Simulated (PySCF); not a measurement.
Species: CH5B2F.
Bonds: B1–C2, C2–B3, B3–F4. Hydrogens: H5, H6 on B1; H7, H8 on C2; H9 on B3.

Method: PySCF 2.14.0, PBE0-D3(BJ)/def2-SVP geometry optimisation, gas phase.

**Question.** List the bond lengths, angles and torsions at this level.

**Answer.** 
```tsv
bond	length (pm)
B1–C2	155.3
C2–B3	156.2
B3–F4	132.5
B1–H5, B1–H6	121.0
C2–H7	110.8
C2–H8	109.9
B3–H9	121.1
```

Bonds in one row agree within 1 pm and their mean is given. A selection of angles:
```tsv
angle	degrees
C2–B1–H5	121.3
C2–B1–H6	120.1
H5–B1–H6	118.5
B1–C2–B3	107.8
B1–C2–H7	106.7
B1–C2–H8	114.8
B3–C2–H7	103.0
B3–C2–H8	111.6
H7–C2–H8	112.2
C2–B3–F4	119.8
C2–B3–H9	123.5
F4–B3–H9	116.7
```

Dihedral angles: B1–C2–B3–F4 -110° (anticlinal). The mirror-image conformer, all signs reversed, is as good.

B3 (three-coordinate boron) is planar (angles 123.5°, 119.8° and 116.7°, sum 360.0°, 0.00 Å off the plane of its three neighbours). B1 (three-coordinate boron) is planar (angles 121.3°, 120.1° and 118.5°, sum 360.0°, 0.01 Å off the plane of its three neighbours).

Point group: C1 (no symmetry element, even within 0.4 Å). No frequency check. One conformer, not necessarily the lowest (H–B1–C2–B3 111° and -67°, B1–C2–B3–F4 -110°).
